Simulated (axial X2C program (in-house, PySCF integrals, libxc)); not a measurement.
CuB at several levels of theory

All values were computed with an axial X2C code built on PySCF integrals. Spin-free means the one-electron spin-free X2C Hamiltonian; two-component (2c) means X2C with spin–orbit coupling and atomic mean-field two-electron Coulomb and Gaunt terms, so the difference of the two also holds small scalar two-electron terms. Basis: Cu dyall-cv3z [9s9p6d3f2g], B dyall-v3z [7s6p2d1f] (cores contracted in-house); Gaussian nuclei, density fitting, unrestricted open shells. Masses: Cu 62.930 u, B 11.009 u.

State, spin-free: M_S = 0, Λ = 0 (closed shell); electrons by block: σα: 9, σβ: 9, π+α: 3, π+β: 3, π-α: 3, π-β: 3, δ+α: 1, δ+β: 1, δ-α: 1, δ-β: 1. Fragments: Cu + B.

State, 2c: Ω = 0 (closed shell); electrons by block: 1/2: 12, -1/2: 12, 3/2: 4, -3/2: 4, 5/2: 1, -5/2: 1. Fragments: Cu + B.

```tsv
Hamiltonian	level	Re (Å)	ωe (cm⁻¹)	Be (cm⁻¹)	αe (cm⁻¹)	De (eV)	μ (D)
spin-free	PBE0	1.913	544.7	0.4915	0.0049	2.33	-1.79
spin-free	HF	2.136	401.6	0.3944	0.00352	n/a	-3.66
spin-free	MP2	1.821	601.5	0.5424	0.00592	2.40	n/a
spin-free	CCSD	1.923	512.8	0.4863	0.00521	2.11	n/a
spin-free	CCSD(T)	1.873	569.7	0.513	0.00556	n/a	n/a
spin-free	LDA	1.845	621.4	0.5287	0.00488	3.64	-1.16
2c	PBE0	1.914	544.3	0.4913	0.0049	2.33	-1.79
2c	HF	2.137	401.3	0.3941	0.00351	n/a	-3.65
2c	MP2	1.822	600.9	0.542	0.00603	2.39	n/a
2c	CCSD	1.924	512.1	0.4859	0.00517	2.11	n/a
2c	CCSD(T)	1.873	568.6	0.5126	0.00555	n/a	n/a
2c	LDA	1.845	620.8	0.5284	0.00488	3.64	-1.16
```

Correlated methods: 14 electrons correlated (number of frozen shells: Cu 3 s, 2 p; B 1 s), 226 virtual spin orbitals or spinors in MP2, 90 natural virtuals in coupled cluster.

Dipoles are positive if B is the positive end.

Occupations by symmetry block were frozen at the best pattern of an incomplete PBE0 search. The closed shell is kept restricted, so the energy runs too high when the bond is stretched far. De is counted from the lowest determinant-based energies of the atoms at the same level, without counterpoise correction. De is not given where an atomic determinant may have missed its ground term or J level, or where the truncated virtual space spoils (T). Coupled cluster ran in a truncated set of natural virtual spinors; the MP2 energy of the rest was added. (T) has no such correction and the atoms are truncated less, which lowers De at CCSD(T) by a hundredth of an eV or more. In 2c an atomic determinant is not the ground J level, so De misses part of the atomic spin–orbit lowering. This holds for PBE0, LDA. Without a current term, density functionals place determinants with orbital angular momentum somewhat too high. The T1 diagnostic is large, a sign of multireference character.

Rough cost a point (2c) on 1 thread(s) of a shared host, integrals apart: PBE0 0.21 s, HF 0.1 s, CCSD(T) 9 s, LDA 0.13 s.

The whole task took 2.7 min on 1 thread of Intel(R) Xeon(R) 6975P-C (Granite Rapids), with other jobs on the host.
